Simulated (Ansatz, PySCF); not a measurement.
System: C$_{2}$H$_{9}$N$_{2}$Si, charge 0, multiplicity 2. SMILES: N[Si](C)(C)[NH]
Structure (B3LYP-D3(BJ)/def2-TZVP (Ansatz, a program for electronic structure) minimum search):
```xyz
14

C     -1.4690    -0.4892    -1.0046
Si    -0.0090     0.0051     0.0629
C      1.6415    -0.3084    -0.7705
N      0.0108    -0.9390     1.5518
N     -0.1492     1.6944     0.3631
H     -1.4228    -1.5475    -1.2686
H     -2.4156    -0.3180    -0.4869
H     -1.4806     0.0931    -1.9282
H      1.7841    -1.3672    -0.9941
H      2.4695     0.0132    -0.1357
H      1.6938     0.2524    -1.7062
H     -0.0950    -1.9458     1.3991
H     -1.0502     2.0767     0.6079
H      0.5773     2.1688     0.8785
```
Charge 0, spin multiplicity 2.

Property: size of the dipole moment, in D. Conventions: 6-31G* and kin with 6d, 5d where marked; LANL2DZ with its own core potentials from Na on; spin-orbit terms left out; 6-311+G** with 5d, 6d on Na to Ar in Ansatz; non-relativistic; no dispersion term unless named; open shells spin-unrestricted. Ab initio and DFT rows: single points at B3LYP-D3(BJ) geometries (Ansatz).

```json
[
 {"level": "PBE/STO-3G", "program": "Ansatz", "size of the dipole moment (D)": "0.76"},
 {"level": "PBE/LANL2DZ", "program": "Ansatz", "size of the dipole moment (D)": "1.43"},
 {"level": "PBE/6-31G*", "program": "Ansatz", "size of the dipole moment (D)": "1.08"},
 {"level": "BP86/def2-SVP", "program": "PySCF", "size of the dipole moment (D)": "0.95"},
 {"level": "B3LYP/STO-3G", "program": "Ansatz", "size of the dipole moment (D)": "0.81"},
 {"level": "B3LYP/6-31G*", "program": "Ansatz", "size of the dipole moment (D)": "1.01"},
 {"level": "B3LYP/6-31G**", "program": "Ansatz", "size of the dipole moment (D)": "1.01"},
 {"level": "B3LYP/cc-pVDZ", "program": "Ansatz", "size of the dipole moment (D)": "0.89"},
 {"level": "PBE0/6-311+G**", "program": "Ansatz", "size of the dipole moment (D)": "1.17"}
]
```

No value to compare with is used here. The 9 habitual levels span 0.76 (PBE/STO-3G) to 1.43 D (PBE/LANL2DZ).

The levels are drawn from those run, B3LYP/6-31G* more often than the rest, none by its result; left out are runs that failed, that the program found above a lower state of the same kind, or whose <S^2> lies over 0.5 above the pure value.
